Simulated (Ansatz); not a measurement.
# AgO, doublet: energies of several shapes or isomers

Calculated in Ansatz's Gaussian-basis code. Basis cc-pwCVTZ-PP on Ag, cc-pVTZ on O, scalar-relativistic core potentials (28 electrons on Ag), no spin–orbit coupling, 1 orbital frozen in the corrections; active space CAS(15,9). Restricted Hartree–Fock, then the lowest state-specific CASSCF solution met for each case. Coupled cluster stands on the determinant that it favours, not always the lowest RHF. On stretched bonds single-reference methods can fail or change state. Solutions in different active orbitals can move differences by tenths of an eV and at times more than 1 eV.

Case A: bond length 2.3034 Å.

Case B: bond length 2.0030 Å.

Energy less that of case A, in eV:

| case | RHF/ROHF | CASSCF | CCSD(T) |
| --- | --- | --- | --- |
| B | -0.240 | -0.088 | -0.387 |

**Question.** Give the SC-NEVPT2 energies against case A.

**Answer.** B: -0.341 eV (-7.9 kcal/mol).
